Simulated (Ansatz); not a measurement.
Tuning the range parameter of LC-ωPBE so that −HOMO meets the ionisation energy; basis def2-TZVP, Ansatz. System: AsH2(iPr) (C3H9As). The state is a singlet with charge 0. Geometry: r2SCAN-D4/def2-SVP. The ionised state is a doublet.

Geometry of the singlet:

```xyz
13

As   -1.5736    0.7725    0.8302
H    -2.0110    1.7491   -0.2591
H    -2.6359   -0.2415    0.4122
C    -0.1013   -0.0550   -0.2527
C     0.3347   -1.3609    0.4050
C     1.0512    0.9370   -0.3774
H    -0.5111   -0.2681   -1.2541
H    -0.4912   -2.0870    0.4711
H     0.7128   -1.1869    1.4271
H     1.1485   -1.8334   -0.1723
H     1.8783    0.4995   -0.9633
H     0.7434    1.8677   -0.8801
H     1.4553    1.2070    0.6134
```

| ω (1/bohr) | HOMO (eV) | LUMO (eV) | vertical IE (eV) | HOMO + IE (eV) |
| --- | --- | --- | --- | --- |
| 0.1 | -7.44 | 0.86 | 9.10 | 1.66 |
| 0.15 | -8.03 | 1.37 | 9.14 | 1.11 |
| 0.3 | -9.22 | 2.18 | 9.27 | 0.05 |

Task: Estimate the row for 0.2 bohr⁻¹.

Result: 
| ω (1/bohr) | HOMO (eV) | LUMO (eV) | vertical IE (eV) | HOMO + IE (eV) |
| --- | --- | --- | --- | --- |
| 0.2 | -8.51 | 1.74 | 9.19 | 0.68 |

Task: Where does the tuning condition hold?

Result: Not within the range that was run.
